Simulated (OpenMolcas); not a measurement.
# Hf: thermal populations, the spin-orbit constant, worked from levels

| Item | Value |
| --- | --- |
| Program | OpenMolcas 26.06 |
| Basis | ANO-R3 [9s7p7d4f3g1h] |
| Scalar Hamiltonian | X2C, finite nucleus |
| Active space | 4 electrons in 6 orbitals (5d 6s) |
| State averaging | 2S+1 = 5 even, 10 roots; 2S+1 = 3 even, 19 roots; 2S+1 = 1 even, 14 roots |
| Spin-orbit coupling | RASSI with atomic mean-field integrals over the reference wave functions, term energies averaged over their components |

Methods: CASSCF; SS-CASPT2, IPEA 0.25 Eh, imaginary shift 0.1 Eh (closed shells correlated: 5s 5p). Measured levels: NIST Handbook of Basic Atomic Spectroscopic Data.

**Thermal populations.** Z = Σ (2J + 1) exp(-E/kT) with k = 0.695035 cm-1/K, over the levels below. No other level of either list lies under 4940 cm-1, which is above 7 kT at each temperature.

```
      Level  2J + 1  SS-CASPT2  measured
5d2 6s2 3F2       5        0.0       0.0
5d2 6s2 3F3       7       2350      2357
5d2 6s2 3F4       9       4430      4568
```

```
T (K)  Z, SS-CASPT2  Z, measured levels  Ground level (%), SS-CASPT2  Ground level (%), measured levels
 1000         5.253               5.248                         95.2                               95.3
```

At 1000 K, kT = 695 cm-1, and the computed levels give Z = 5.000 + 0.238 + 0.015 = 5.253.

**The spin-orbit constant.** For the Hund term 3F of d2, E(J) = (A/2) J(J+1) + constant and ζ = 2S·A = 2A. From J = 2 to J = 4 the energy changes by 7 A.

```json
{"Source": "CASSCF", "E(4) - E(2)": "4373.4", "A": "624.8", "ζ": "1250"}
{"Source": "SS-CASPT2", "E(4) - E(2)": "4434.5", "A": "633.5", "ζ": "1267"}
{"Source": "measured", "E(4) - E(2)": "4567.6", "A": "652.5", "ζ": "1305"}
```

All in cm-1. SS-CASPT2 is off by -2.9 % and CASSCF by -4.3 %. Both methods take the spin-orbit matrix elements from the reference wave functions, so the second can move ζ only through the term energies and any multistate remixing. Second-order mixing with other terms is absorbed into this ζ.

CASPT2 breaks the degeneracy within a term, and the mean is taken; among the terms shown or strongly mixed into the levels shown the widest spread is 400 cm-1 (5d2 6s2 3F, SS-CASPT2). Without dynamic correlation excited terms often stand tens of per cent too high (terms of higher spin than the ground term too low), and those without a measured partner can miss by more than the paired ones (holds for CASSCF). Measured partners are found by configuration, term and J. A level has none where our copy of the source lacks it or the pairing is in doubt (some pairs that miss far off the trend of their configuration count as doubtful), and it then counts in no deviation. Only configurations of the active space appear.
